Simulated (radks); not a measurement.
Values are calculated unless marked as measured or tabulated.
Valence configurations of Nb3+ (all share [Kr]). Code: a radial shooting solver on a logarithmic mesh with Libxc functionals. Model: Dirac Kohn-Sham, PBEsol, spin-unpolarised, spherical densities, finite nucleus; open shells are shared between the two j in proportion to 2j + 1; Fermi nuclear charge, rms radius 4.324 fm. Energies are relative to 4d2; eigenvalues in eV.

[
 {"valence": "4d2", "E (eV)": "0.000", "e(4d3/2)": "-30.699", "e(4d5/2)": "-30.463", "e(5p1/2)": "-", "e(5p3/2)": "-", "e(5s1/2)": "-"},
 {"valence": "4d1.5 5s0.5", "E (eV)": "2.751", "e(4d3/2)": "-32.288", "e(4d5/2)": "-32.043", "e(5p1/2)": "-", "e(5p3/2)": "-", "e(5s1/2)": "-26.320"},
 {"valence": "4d1.5 5p0.5", "E (eV)": "5.663", "e(4d3/2)": "-32.738", "e(4d5/2)": "-32.491", "e(5p1/2)": "-21.054", "e(5p3/2)": "-20.682", "e(5s1/2)": "-"},
 {"valence": "4d1 5s1", "E (eV)": "5.822", "e(4d3/2)": "-33.899", "e(4d5/2)": "-33.644", "e(5p1/2)": "-", "e(5p3/2)": "-", "e(5s1/2)": "-27.277"},
 {"valence": "4d0.5 5s1.5", "E (eV)": "9.226", "e(4d3/2)": "-35.519", "e(4d5/2)": "-35.255", "e(5p1/2)": "-", "e(5p3/2)": "-", "e(5s1/2)": "-28.203"},
 {"valence": "4d1 5p1", "E (eV)": "11.785", "e(4d3/2)": "-34.778", "e(4d5/2)": "-34.519", "e(5p1/2)": "-22.162", "e(5p3/2)": "-21.776", "e(5s1/2)": "-"},
 {"valence": "4d0.5 5s1 5p0.5", "E (eV)": "12.284", "e(4d3/2)": "-35.955", "e(4d5/2)": "-35.689", "e(5p1/2)": "-22.641", "e(5p3/2)": "-22.236", "e(5s1/2)": "-28.486"},
 {"valence": "5s2", "E (eV)": "12.988", "e(4d3/2)": "-", "e(4d5/2)": "-", "e(5p1/2)": "-", "e(5p3/2)": "-", "e(5s1/2)": "-29.088"},
 {"valence": "5s1 5p1", "E (eV)": "19.260", "e(4d3/2)": "-", "e(4d5/2)": "-", "e(5p1/2)": "-23.629", "e(5p3/2)": "-23.206", "e(5s1/2)": "-29.621"},
 {"valence": "5p2", "E (eV)": "25.538", "e(4d3/2)": "-", "e(4d5/2)": "-", "e(5p1/2)": "-24.114", "e(5p3/2)": "-23.691", "e(5s1/2)": "-"}
]

NIST lists [Kr] 4d2 as the ground configuration; this level of theory agrees among the configurations tried. The energies are those of spherical spin-averaged densities, not of single terms.
